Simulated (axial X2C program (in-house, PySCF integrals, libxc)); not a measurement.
# SnTe⁺: from the spin-free to the two-component result

All values were computed with an axial X2C code built on PySCF integrals. Spin-free means the one-electron spin-free X2C Hamiltonian; two-component (2c) means X2C with spin–orbit coupling and atomic mean-field two-electron Coulomb and Gaunt terms, so the difference of the two also holds small scalar two-electron terms. Basis: Te dyall-v2z [9s9p7d], Sn dyall-v2z [9s9p7d] (cores contracted in-house); Gaussian nuclei, density fitting, unrestricted open shells. Masses: Te 129.906 u, Sn 119.902 u.

Spin-free state: M_S = 1/2, Λ = 1 (beyond evenly filled blocks: π+α, π+β, π-α); fragments Te + Sn+.

```csv
level,Re (Å),ωe (cm⁻¹),De (eV),μ (D)
B97-3,2.718,209.1,2.744,3.51
```

Dipoles are positive if Sn is the positive end and refer to the centre of mass.

Problem. Within this multiplet, which Ω should lie lowest by the rule for regular and inverted multiplets?

Solution. The open π shell holds three electrons, one hole, so the multiplet is inverted: Ω = Λ + 1/2 = 3/2. The PBE0 2c search agrees.

Two-component determinant lowest at the distance of the search:

Ω = 3/2 (⟨Sz⟩ = 0.50, ⟨Lz⟩ = 1.00 at B97-3); fragments Te + Sn+.

```tsv
level	Re (Å)	ωe (cm⁻¹)	μ (D)
B97-3	2.723	205.5	3.43
```

Problem. From the two tables, how do the constants change at the B97-3 level (2c against spin-free)?

Solution. At the B97-3 level Re rises by 0.005 Å and ωe drops by 3.6 cm⁻¹.

The state is one determinant whose occupation by symmetry is held fixed; it was picked as the lowest of a PBE0 search that is not exhaustive. Dissociation energies refer to the lowest single-determinant-based atoms at the same level and basis. De is not given where an atomic determinant may have missed its ground term or J level, or where the truncated virtual space spoils (T). Density functionals use the spin component along the axis (collinear). The functionals have no current-density term, which raises determinants with orbital currents, atoms included. The determinant is spin-polarised beyond a pure state at some levels (its spin-free form has ⟨S²⟩ too high), which makes Re and μ there less reliable.
